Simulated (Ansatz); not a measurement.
Relaxation of C₂H₈AlBr (12 atoms, charge 0, multiplicity 1), to a largest force component of 0.03 eV/Å in at most 50 steps.

Level of theory: RKS PBE/def2-SVP (Ansatz).

```xyz
12
Properties=species:S:1:pos:R:3
Al 0.383 0.259 0.073
Br 0.303 -3.188 1.434
C 0.324 0.002 -1.877
C -1.002 1.185 1.118
H 1.220 -2.020 1.342
H 1.662 -0.235 0.803
H 1.101 0.626 -2.372
H -0.652 0.263 -2.333
H 0.557 -1.050 -2.149
H -2.003 0.735 0.950
H -0.806 1.176 2.209
H -1.086 2.248 0.802
```

Task: Where does it end, and by what steps?

Result: The forces met the threshold. The force dipped under the threshold on the way, but the program's further checks kept it going. After 23 steps the energy has fallen by 1.472 eV; H5 moved furthest, 1.39 Å. Parted: Al1–H6 (1.55 → 2.42 Å), Br2–H5 (1.49 → 3.03 Å). Joined: Al1–Br2 (3.71 → 2.31 Å), H5–H6 (1.92 → 0.77 Å).

```tsv
step	energy less start (eV)	largest force component (eV/Å)	accepted
0	0.0000	0.795	yes
1	-0.0843	0.358	yes
2	-0.1149	0.579	yes
3	-0.1580	0.726	yes
4	-0.2391	0.476	yes
5	-0.3646	0.994	yes
6	-0.6329	1.289	yes
7	-1.0555	1.116	yes
8	-1.3068	0.598	yes
9	-1.3620	0.879	yes
10	-1.4054	0.854	yes
11	-1.3456	1.118	no
12	-1.4580	0.276	yes
13	-1.4656	0.109	yes
14	-1.4427	0.464	no
15	-1.4686	0.017	yes
16	-1.4698	0.027	yes
17	-1.4691	0.151	no
18	-1.4708	0.013	yes
19	-1.4714	0.045	yes
20	-1.4718	0.046	yes
21	-1.4721	0.043	yes
22	-1.4723	0.038	yes
23	-1.4724	0.013	yes
```

```xyz
12
Properties=species:S:1:pos:R:3
Al -0.310 -0.464 0.060
Br -0.602 -2.621 0.827
C 0.295 -0.253 -1.794
C -0.966 0.981 1.213
H 1.796 -0.789 1.075
H 1.944 -0.066 0.842
H 0.821 0.712 -1.956
H -0.582 -0.260 -2.479
H 0.963 -1.077 -2.118
H -2.050 1.147 1.028
H -0.857 0.744 2.291
H -0.453 1.945 1.011
```

Whether the end is a true minimum wasn't checked by a vibrational analysis.

Time of the run: 35 s on 2 threads of AMD EPYC 9R14 (Zen 4) (shared host), peak memory 0.2 GiB.
